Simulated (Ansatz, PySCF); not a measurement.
CH₈O₃Si₂, SMILES O[SiH](O)[C@@H]([SiH3])O. Atoms are numbered in the order given.

```xyz
14

O     -0.4271     1.6456     0.9468
C     -0.6402     0.6411    -0.0543
Si    -2.1971    -0.3156     0.4445
Si     0.8948    -0.4161    -0.2294
O      2.0970     0.7297    -0.0202
O      0.8662    -1.0863    -1.7476
H      0.4853     1.9564     0.8327
H     -0.8384     1.0825    -1.0595
H     -1.9837    -0.9890     1.7603
H     -2.4874    -1.3544    -0.5919
H     -3.3602     0.6121     0.5576
H      1.0774    -1.4881     0.7971
H      2.9513     0.4484     0.3249
H      1.3948    -1.8749    -1.9113
```

The structure is a stationary point at r2SCAN-D4/def2-SVP. The structure was generated by enumeration; whether it is a known compound was not checked. Other conformers were not sampled.

Two levels are set side by side: PBE-D3(BJ)/def2-SVP (Ansatz, a quantum-chemistry and plane-wave program) and r2SCAN-D4/def2-SVP (Ansatz). Each level has its own optimised geometry; the coordinates shown are those of the second. Frequencies come from the Hessian of PySCF at each geometry. Differences are taken from unrounded values.

```tsv
quantity	r2SCAN-D4
mean bond length (Å)	1.425
bond O1–C2 (Å)	1.434
bond C2–Si3 (Å)	1.894
bond C2–Si4 (Å)	1.872
bond Si4–O5 (Å)	1.674
bond Si4–O6 (Å)	1.660
bond O1–H7 (Å)	0.971
bond C2–H8 (Å)	1.116
bond Si3–H9 (Å)	1.493
bond Si3–H10 (Å)	1.496
bond Si3–H11 (Å)	1.492
bond Si4–H12 (Å)	1.495
bond O5–H13 (Å)	0.963
bond O6–H14 (Å)	0.963
highest harmonic wavenumber (cm⁻¹)	3897
mean harmonic wavenumber (cm⁻¹)	1142
zero-point energy (kcal/mol)	58.76
```

Q: What does PBE-D3(BJ) give, and how far is it from r2SCAN-D4? (The exact figures need the calculation; the answer reports its results.)

A: 
```csv
quantity,PBE-D3(BJ),PBE-D3(BJ) minus r2SCAN-D4
mean bond length (Å),1.435,0.010
bond O1–C2 (Å),1.435,0.001
bond C2–Si3 (Å),1.904,0.010
bond C2–Si4 (Å),1.885,0.013
bond Si4–O5 (Å),1.693,0.019
bond Si4–O6 (Å),1.674,0.014
bond O1–H7 (Å),0.981,0.010
bond C2–H8 (Å),1.122,0.007
bond Si3–H9 (Å),1.504,0.011
bond Si3–H10 (Å),1.507,0.011
bond Si3–H11 (Å),1.503,0.011
bond Si4–H12 (Å),1.507,0.011
bond O5–H13 (Å),0.972,0.008
bond O6–H14 (Å),0.972,0.009
highest harmonic wavenumber (cm⁻¹),3781,-116
mean harmonic wavenumber (cm⁻¹),1113,-29
zero-point energy (kcal/mol),57.26,-1.50
```
